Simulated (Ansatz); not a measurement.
A nudged elastic band was laid between two geometries of BH6OSn (9 atoms, charge 1, multiplicity 1).

All numbers below come from RKS PBE0-D4/def2-SVP (Ansatz 0.2.0).

```
movable images  : 7
climbing image  : yes
spring          : 5.0 eV/Å²
optimiser       : quadratic models (default)
start path      : IDPP
force threshold : 0.05 eV/Å
iteration limit : 47
end points      : relaxed
```

Image 0:

```xyz
9
Properties=species:S:1:pos:R:3
B -1.292 0.558 -1.296
Sn 0.588 0.721 -0.081
O 0.478 -1.201 1.082
H -2.047 -0.352 -1.084
H -1.494 1.397 -2.131
H 0.697 1.762 1.260
H 2.108 0.315 -0.725
H 1.256 -1.685 1.397
H -0.293 -1.515 1.578
```

Image 8:

```xyz
9
Properties=species:S:1:pos:R:3
B -1.368 0.671 -1.213
Sn 0.626 0.626 -0.184
O 0.426 -1.177 1.150
H -2.175 -0.180 -0.951
H -1.568 1.554 -2.002
H 0.986 1.665 1.114
H 2.020 0.036 -0.960
H 0.286 -1.134 2.108
H 0.767 -2.059 0.938
```

(1) What changes between the two ends?

(2) What energy profile does the band end with?

Answers

(1) No bond is made or broken. The dihedral B1–Sn2–O3–H9 goes from -50 to 98°.

(2) The forces met the threshold. The highest image is number 8 of 0 to 8, 0.005 eV above the first end and 0.000 eV above the last; the last end lies 0.005 eV above the first. The highest image is an end point: on this band no image between the ends rises above it. Limits of this set-up: the dipole of an ion depends on the origin.

| image | path coordinate (Å) | energy (eV) | dihedral B1–Sn2–O3–H9 (°) |
| --- | --- | --- | --- |
| 0 | 0.00 | 0.000 | -50 |
| 1 | 0.28 | 0.001 | -33 |
| 2 | 0.57 | 0.003 | -14 |
| 3 | 0.85 | 0.003 | 9 |
| 4 | 1.16 | 0.002 | 29 |
| 5 | 1.47 | 0.001 | 48 |
| 6 | 1.79 | 0.001 | 65 |
| 7 | 2.10 | 0.003 | 82 |
| 8 | 2.41 | 0.005 | 98 |

Run time: 4.1 min on 1 CPU thread of a shared host.
